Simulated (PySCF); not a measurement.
Computed structure and properties of TlCl3(NH3)

System: TlCl3(NH3) (singlet); start: displaced along the imaginary mode (C3). Method: PySCF 2.14.0, RKS PBE0, Tl def2-SVP with ECP60, Cl def2-SVP, N def2-SVP, H def2-SVP; non-relativistic Hamiltonian with scalar-relativistic core potentials where named; density fitting; no spin-orbit coupling.

Input of the relaxation:

```python
mol = gto.M(atom='''
Tl     0.02469    -0.02469     0.02469
Cl     1.16003     1.77881     1.16408
Cl    -1.77881    -1.16408     1.16003
Cl     1.16408    -1.16003    -1.77881
N     -1.37986     1.37986    -1.37986
H     -1.80226     2.15582    -0.81149
H     -0.81149     1.80226    -2.15582
H     -2.15582     0.81149    -1.80226''',
    basis={'Tl': 'def2-SVP', 'Cl': 'def2-SVP', 'N': 'def2-SVP', 'H': 'def2-SVP'},
    ecp={'Tl': 'def2-SVP'},
    charge=0, spin=0)
mf = dft.RKS(mol, xc='PBE0')
mf.grids.atom_grid = (50, 194)
mf = mf.density_fit()  # fitting sets: Tl def2-universal-JKFIT, Cl def2-universal-JKFIT, N def2-universal-JKFIT, H def2-universal-JKFIT
mf.conv_tol = 1e-08; mf.max_cycle = 55
mf.kernel(dm0)  # dm0: converged density of the start geometry
# quasi-Newton relaxation in Cartesian coordinates to a largest gradient under 0.00045 Eh/bohr, steps kept in the point group
```

Run from Python with OMP_NUM_THREADS=2; the lines above give its settings. Where DIIS fails, smearing, a level shift and second-order steps follow.
It took 66 s on 2 threads of Arm Neoverse V2, on a shared host, from the converged density of the start.

Course of the relaxation:

```json
{"step": "0", "energy above end (eV)": "0.0765", "largest force component within the symmetry (eV/Å)": "0.875"}
{"step": "1", "energy above end (eV)": "0.0173", "largest force component within the symmetry (eV/Å)": "0.085"}
{"step": "2", "energy above end (eV)": "0.0156", "largest force component within the symmetry (eV/Å)": "0.027"}
{"step": "3", "energy above end (eV)": "0.0143", "largest force component within the symmetry (eV/Å)": "0.116"}
{"step": "4", "energy above end (eV)": "0.0132", "largest force component within the symmetry (eV/Å)": "0.124"}
{"step": "5", "energy above end (eV)": "0.0089", "largest force component within the symmetry (eV/Å)": "0.114"}
{"step": "6", "energy above end (eV)": "0.0055", "largest force component within the symmetry (eV/Å)": "0.021"}
{"step": "7", "energy above end (eV)": "0.0055", "largest force component within the symmetry (eV/Å)": "0.183"}
{"step": "8", "energy above end (eV)": "0.0036", "largest force component within the symmetry (eV/Å)": "0.067"}
{"step": "9", "energy above end (eV)": "0.0022", "largest force component within the symmetry (eV/Å)": "0.129"}
{"step": "10", "energy above end (eV)": "0.0010", "largest force component within the symmetry (eV/Å)": "0.119"}
{"step": "11", "energy above end (eV)": "0.0010", "largest force component within the symmetry (eV/Å)": "0.131"}
{"step": "12", "energy above end (eV)": "0.0008", "largest force component within the symmetry (eV/Å)": "0.122"}
{"step": "13", "energy above end (eV)": "0.0000", "largest force component within the symmetry (eV/Å)": "0.016"}
{"step": "14", "energy above end (eV)": "0.0000", "largest force component within the symmetry (eV/Å)": "0.013"}
```

Relaxed geometry (C3):

```xyz
8

Tl    0.0205   -0.0205    0.0205
Cl    1.0048    1.7765    1.3023
Cl   -1.7765   -1.3023    1.0048
Cl    1.3023   -1.0048   -1.7765
N    -1.3792    1.3792   -1.3792
H    -1.3704    2.3416   -1.0394
H    -1.0394    1.3704   -2.3416
H    -2.3416    1.0394   -1.3704
```

```
     contact      Å
Tl1–Cl2 (Cl)  2.417
Tl1–Cl3 (Cl)  2.417
Tl1–Cl4 (Cl)  2.417
Tl1–N5 (NH3)  2.424
```

On the finer grid (75, 302):

- HOMO: -8.51 eV
- LUMO: -3.00 eV
- Dipole about the centre of mass: 5.74 D
- Set of Mulliken populations of Tl1 outside the core potential: s 3.05, p 7.16, d 10.19
- D3(BJ) dispersion energy (not in the energies): -0.215 eV

```
atom  Mulliken (e)  Löwdin (e)  spin (e)
 Tl1          0.60       -0.15      0.00
 Cl2         -0.29       -0.06      0.00
 Cl3         -0.29       -0.06      0.00
 Cl4         -0.29       -0.06      0.00
  N5         -0.25        0.03      0.00
  H6          0.17        0.10      0.00
  H7          0.17        0.10      0.00
  H8          0.17        0.10      0.00
```

On the grid (50, 194), as all that follows. Harmonic modes: a minimum within the noise of the softest modes; lowest 57 cm⁻¹ (negative: unstable), highest 3636 cm⁻¹, zero-point energy 1.118 eV.

Taking off one Cl (charge -1, singlet; the rest: singlet) in vacuum, both parts rigid, costs 8.87 eV; the small basis without counterpoise inflates it. Most of it is the attraction of opposite charges; other ways to part are cheaper, and one spin state was tried for the rest.

Rigid scan of Cl along the line from its metal:

distance to Cl2 (Å), energy (eV) and a bar:
```
     2.12      0.853 #########
     2.22      0.327 ###
     2.32      0.071 #
     2.42      0.000 
     2.52      0.054 #
     2.62      0.192 ##
     2.82      0.598 ######
     3.12      1.302 #############
     3.52      2.140 ######################
     4.02      2.910 ##############################
```

Taking off one NH3 (charge 0, singlet; the rest: singlet) in vacuum, both parts rigid, costs 1.31 eV; the small basis without counterpoise inflates it.

Rigid scan of NH3 along the line from its metal:

(distance to N5 (Å), energy (eV)): (2.12, 0.361), (2.22, 0.134), (2.32, 0.027), (2.42, 0.000), (2.52, 0.025), (2.62, 0.081), (2.82, 0.238), (3.12, 0.488), (3.52, 0.756), (4.02, 0.979)

One start shape was tried, so this needn't be the lowest isomer.
